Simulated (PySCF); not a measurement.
## S (sulfur, neutral) across methods

[Ne] 3s2 3p4, high-spin 3P determinant. All numbers are calculated (PySCF 2.14, the spin-free X2C one-electron Hamiltonian (Gaussian nucleus), in dyall-av3z).

```csv
method,E (hartree),mean ε 3s β (eV),mean ε 3p α (eV),mean ε 3p β (eV),Σ⟨r²⟩ (bohr²),⟨S²⟩
UHF,-398.59756,-21.182,-12.591,-10.301,29.13,2.013
PBE,-399.0478,-15.937,-7.693,-6.142,29.24,2.004
r2SCAN,-399.1881,-16.009,-8.130,-6.387,28.98,2.008
wB97X-V,-399.1550,-20.406,-11.438,-9.862,29.09,2.004
PBE0,-399.0787,-17.550,-9.093,-7.403,29.02,2.005
r2SCAN0,-399.1852,-17.548,-9.392,-7.570,28.92,2.008
B3LYP,-399.2395,-17.382,-8.726,-7.197,29.21,2.004
LDA,-397.8231,-16.164,-7.734,-6.153,29.34,2.002
```

Problem. Estimate the same row for B97-3.

Solution. E (hartree) = -399.1685; mean ε 3s β (eV) = -17.747; mean ε 3p α (eV) = -9.015; mean ε 3p β (eV) = -7.434; Σ⟨r²⟩ (bohr²) = 28.96; ⟨S²⟩ = 2.004.
